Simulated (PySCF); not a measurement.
**Finite-field polarisability of Br (bromine, neutral)**

[Ar] 3d10 4s2 4p5, 2P determinant. All numbers are calculated (PySCF 2.14, a scalar-relativistic core potential, in aug-cc-pVQZ-PP with ECP10MDF). Frozen: 3s2 3p6 3d10. Energy changes in a uniform field (μhartree):

```tsv
axis	F (au)	HF	MP2	CCSD	CCSD(T)
x	0.0033	-101.282	-104.005	-103.484	-104.145
x	0.0066	-405.244	-416.162	-414.077	-416.725
y	0.0031	-101.657	-104.811	-104.002	-104.864
y	0.0062	-406.848	-419.498	-416.251	-419.712
```

By symmetry the remaining axis equals y.

Derive α along x at CCSD(T) from the two fields.

With ΔE = −αF²/2 − γF⁴/24, α = −(16 ΔE(F) − ΔE(2F))/(6F²) = 19.12 bohr³.

And the mean polarisability at each level?

The components xx, yy, zz at CCSD(T) are 19.12, 21.82, 21.82, the third axis being equal by symmetry to one of the two computed. Means: HF 20.30, MP2 20.91, CCSD 20.76, CCSD(T) 20.92 bohr³. Reference: 21 ± 1 bohr³ (recommended; Schwerdtfeger and Nagle, table of static dipole polarizabilities (2023 update)).
